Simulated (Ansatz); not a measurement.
Ansatz (an electronic-structure program) input for PbFI, SMILES [F][Pb][I] (connectivity only; charge and spin as stated), neutral, multiplicity 1, B3LYP-D3(BJ)/def2-TZVP. 

Ansatz 0.2 input:
```yaml
crystal:
  periodic: [false, false, false]
  atoms:
    - {symbol: Pb, position_ang: [0.23865818, 0.95106993, -0.00000000]}
    - {symbol: F, position_ang: [-1.75983686, 1.58522016, 0.00000000]}
    - {symbol: I, position_ang: [-0.07040452, -1.74065501, -0.00000000]}
basis:
  gaussian:
    orbitals: def2-TZVP
hamiltonian:
  xc: b3lyp
  dispersion: d3bj
relax: {f_tol: 0.002, max_steps: 200}
```

Program output:

```
WARN ansatz: RAYON_NUM_THREADS=1 ignored (pool sized by the plan → 1); use --threads N
Functional definition: B3LYP
integrals: 0.05 GiB planned
997 factors; their error is unknown
mean field: 0.48 GiB planned
mean field evaluation 1: about -16070.5938 eV, gradient 4.7e1 eV
mean field evaluation 2: about -15974.2609 eV, gradient 2.2e2 eV
mean field evaluation 4: about -16073.9695 eV, gradient 1.4e1 eV
mean field evaluation 8: about -16074.4697 eV, gradient 9.7e-2 eV
mean field evaluation 16: about -16074.7327 eV, gradient 2.8e-4 eV
mean field -16074.73273005 eV, -590.7355319842 hartree, gradient 3.2e-5 eV, S^2 0.000000; 0 other end points of the search recorded, 0 dependent functions left out
the calculation of the forces begins
reference -16074.73294090 eV, -590.7355397326 hartree; 28, 28 occupied and 103, 103 virtual orbitals, 997 factors
relax step   1: F+E_penalty+E_count = -16074.87898318 eV  Δ(F+E_penalty+E_count) = +0.000e0 eV  max|allowed force component| = 1.315e0 eV/Å  Δτ_max = 0.0000 Å  (32 SCF iters, accepted)
these checks for a lower state are left out or cut short: starts, cluster_reference, orbital_swaps, neighbouring_geometries, increment
integrals: 0.05 GiB planned
997 factors; their error is unknown
mean field: 0.47 GiB planned
mean field -16074.80307943 eV, -590.7381172761 hartree, gradient 8.9e-6 eV, S^2 0.000000; 0 other end points of the search recorded, 0 dependent functions left out
the calculation of the forces begins
reference -16074.80329297 eV, -590.7381251238 hartree; 28, 28 occupied and 103, 103 virtual orbitals, 997 factors
relax step   2: F+E_penalty+E_count = -16074.94792956 eV  Δ(F+E_penalty+E_count) = -6.895e-2 eV  max|allowed force component| = 2.732e-1 eV/Å  Δτ_max = 0.0909 Å  (34 SCF iters, accepted)
these checks for a lower state are left out or cut short: starts, cluster_reference, orbital_swaps, neighbouring_geometries, increment
integrals: 0.05 GiB planned
997 factors; their error is unknown
mean field: 0.47 GiB planned
mean field evaluation 32: about -16074.8093 eV, gradient 1.9e-3 eV
mean field -16074.80928352 eV, -590.7383452725 hartree, gradient 2.4e-5 eV, S^2 0.000000; 0 other end points of the search recorded, 0 dependent functions left out
the calculation of the forces begins
reference -16074.80949651 eV, -590.7383530995 hartree; 28, 28 occupied and 103, 103 virtual orbitals, 997 factors
relax step   3: F+E_penalty+E_count = -16074.95439983 eV  Δ(F+E_penalty+E_count) = -6.470e-3 eV  max|allowed force component| = 6.903e-2 eV/Å  Δτ_max = 0.0216 Å  (34 SCF iters, accepted)
these checks for a lower state are left out or cut short: starts, cluster_reference, orbital_swaps, neighbouring_geometries, increment
integrals: 0.05 GiB planned
997 factors; their error is unknown
mean field: 0.47 GiB planned
mean field -16074.80948460 eV, -590.7383526619 hartree, gradient 2.4e-5 eV, S^2 0.000000; 0 other end points of the search recorded, 0 dependent functions left out
the calculation of the forces begins
reference -16074.80969746 eV, -590.7383604843 hartree; 28, 28 occupied and 103, 103 virtual orbitals, 997 factors
relax step   4: F+E_penalty+E_count = -16074.95470168 eV  Δ(F+E_penalty+E_count) = -3.018e-4 eV  max|allowed force component| = 6.705e-3 eV/Å  Δτ_max = 0.0042 Å  (35 SCF iters, accepted)
these checks for a lower state are left out or cut short: starts, cluster_reference, orbital_swaps, neighbouring_geometries, increment
integrals: 0.05 GiB planned
997 factors; their error is unknown
mean field: 0.47 GiB planned
mean field -16074.80948313 eV, -590.7383526079 hartree, gradient 2.4e-5 eV, S^2 0.000000; 0 other end points of the search recorded, 0 dependent functions left out
the calculation of the forces begins
reference -16074.80969599 eV, -590.7383604304 hartree; 28, 28 occupied and 103, 103 virtual orbitals, 997 factors
relax step   5: F+E_penalty+E_count = -16074.95470303 eV  Δ(F+E_penalty+E_count) = -1.352e-6 eV  max|allowed force component| = 1.870e-4 eV/Å  Δτ_max = 0.0003 Å  (35 SCF iters, accepted)
integrals: 0.05 GiB planned
997 factors; their error is unknown
mean field: 0.47 GiB planned
mean field evaluation 64: about -16074.5403 eV, gradient 1.3e0 eV
mean field -16074.80948313 eV, -590.7383526079 hartree, gradient 2.4e-5 eV, S^2 0.000000; 1 other end points of the search recorded, 0 dependent functions left out
the calculation of the forces begins
reference -16074.80969599 eV, -590.7383604304 hartree; 28, 28 occupied and 103, 103 virtual orbitals, 997 factors
Total energy: -16074.95491589 eV, -590.7436971632 hartree
Atom 0 at     0.240006     1.019667    -0.000000 Å, force    -0.000187    -0.000066    -0.000000 eV/Å
Atom 1 at    -1.746615     1.571382     0.000000 Å, force     0.000104     0.000093     0.000000 eV/Å
Atom 2 at    -0.084974    -1.795414     0.000000 Å, force     0.000083    -0.000027     0.000000 eV/Å
Dipole moment:     0.790888     0.472162    -0.000000 e Å
```

The run converged.

Cost: around 15 core-seconds (rough).
